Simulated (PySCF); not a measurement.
## Working out the excitation energy of Cl

Cl [Ne] 3s2 3p5 (2P) → Cl [Ne] 3s1 3p6 (2S). Computed with PySCF 2.14 in aug-cc-pwCVDZ, with the non-relativistic Hamiltonian (point nucleus). Frozen: nothing. Energies in hartree (1 hartree = 27.21139 eV):

| part | Cl (lower) | Cl (upper) |
| --- | --- | --- |
| UHF | -459.473211 | -458.908864 |
| CCSD correlation | -0.295165 | -0.439874 |
| (T) | -0.003943 | -0.024873 |

**Question.** What does Hartree-Fock give?

**Answer.** (-458.908864) − (-459.473211) = 0.564347 hartree = 15.357 eV.

**Question.** What do CCSD and CCSD(T) give?

**Answer.** The CCSD correlation energies differ by -0.144709 hartree = -3.938 eV and the triples by -0.020930 hartree = -0.570 eV, so CCSD gives 11.419 eV and CCSD(T) 10.849 eV.

Measured between the centres of the two terms (NIST): 10.586 eV, so CCSD(T) (all electrons) is off by 0.263 eV.

A double-zeta basis recovers only part of the correlation energy.

The coupled-cluster amplitudes are large, so a single reference is strained.

What remains against the reference includes basis incompleteness and higher excitations.
